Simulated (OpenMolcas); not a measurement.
A run on Fe2+ among 6 point charges of -1.43 e arranged as a trigonal prism (D3h), 1.89 Å from the ion, with a polar angle of 50.1° against the regular 49.1°.

```yaml
Program: OpenMolcas
Method: "SS-CASPT2, IPEA 0.25 Eh, imaginary shift 0.1 Eh (closed shells correlated: 3s 3p)"
Basis: ANO-RCC-VDZP [5s4p2d1f]
Scalar_Hamiltonian: DKH2, point nucleus
Active_space: 6 electrons in 5 orbitals (3d)
State_averaging: 2S+1 = 5 even, 5 roots; 2S+1 = 3 even, 45 roots; 2S+1 = 1 even, 50 roots
Spin-orbit_coupling: RASSI with atomic mean-field integrals over the reference wave functions
```

First CASPT2 step and the start of its output:

```
&CASPT2
Multistate=5 1 2 3 4 5
NoMult
Frozen=5
IPEA=0.25
Imaginary=0.1
MaxIter=60
WThr=0.0 0.3 0.05
PrWF=0.5
NoMix
```

```
--- CASPT2 ---
Orbital specifications:
      -----------------------

      Symmetry species                           1
                                                 a
      Frozen orbitals                            5
      Inactive orbitals                          4
      Active orbitals                            5
      Secondary orbitals                        20
      Deleted orbitals                           0
      Number of basis functions                 34
Type of calculation                        SS-CASPT2
      Fock operator                              state-specific
      IPEA shift                                 0.25
      Real shift                                 0.00
      Imaginary shift                            0.10
      The input orbitals will be transformed to quasi-canonical
Reference energy:       -1275.3524459277
      E2 (Non-variational):      -0.4548186912
      Shift correction:          -0.0039404641
      E2 (Variational):          -0.4587591553
      Total energy:           -1275.8112050830
      Residual norm:              0.0000006416
      Reference weight:           0.80700
      Contributions to the CASPT2 correlation energy
      Active & Virtual Only:         -0.2127729618
      One Inactive Excited:          -0.1632360924
      Two Inactive Excited:          -0.0788096370
Reference energy:       -1275.3423326305
      E2 (Non-variational):      -0.3492570166
      Shift correction:          -0.0012119966
      E2 (Variational):          -0.3504690132
      Total energy:           -1275.6928016437
      Residual norm:              0.0000003810
      Reference weight:           0.92133
      Contributions to the CASPT2 correlation energy
      Active & Virtual Only:         -0.1168518031
...
```

Over all roots the printed reference weights run from 0.08 to 0.93, and roots that are degenerate in the reference spread by up to 3000 cm-1.

Q: Did the run give usable levels, and if not, why?

A: No. The equations converged, but the reference weight falls to 0.08 for at least one root against 0.93 for the best. A drop of that size marks an intruder state, so the energies of such roots and the levels built on them can't be trusted.
